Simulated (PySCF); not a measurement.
Dipole response of Ti (titanium, neutral)

[Ar] 3d2 4s2, high-spin 3F determinant. Computed with PySCF 2.14 in aug-cc-pVTZ-DK, with the spin-free X2C one-electron Hamiltonian (Gaussian nucleus). Coupled (time-dependent) response in atomic units; α is the mean over directions.

```
method  mean α (bohr³)  C₆ (like pair)  S(−4)
 M06-L           90.94            1027   3805
```

S(−4) is the Cauchy moment in α(ω) = α(0) + S(−4) ω² + …

Reference α: 87 ± 10 bohr³ (recommended; Schwerdtfeger and Nagle, table of static dipole polarizabilities (2023 update)). Published C₆: 1044 (Chu and Dalgarno (2004); Tang, Norbeck and Certain (1976)).

α(iu) at M06-L:

```json
{"u (hartree)": "0", "α(iu) (bohr³)": "90.94"}
{"u (hartree)": "0.0500", "α(iu) (bohr³)": "82.40"}
{"u (hartree)": "0.100", "α(iu) (bohr³)": "64.76"}
{"u (hartree)": "0.200", "α(iu) (bohr³)": "36.33"}
{"u (hartree)": "0.300", "α(iu) (bohr³)": "22.15"}
{"u (hartree)": "0.500", "α(iu) (bohr³)": "11.01"}
{"u (hartree)": "0.750", "α(iu) (bohr³)": "6.298"}
{"u (hartree)": "1.00", "α(iu) (bohr³)": "4.271"}
{"u (hartree)": "1.50", "α(iu) (bohr³)": "2.463"}
{"u (hartree)": "2.00", "α(iu) (bohr³)": "1.637"}
{"u (hartree)": "3.00", "α(iu) (bohr³)": "0.8810"}
{"u (hartree)": "5.00", "α(iu) (bohr³)": "0.3755"}
```
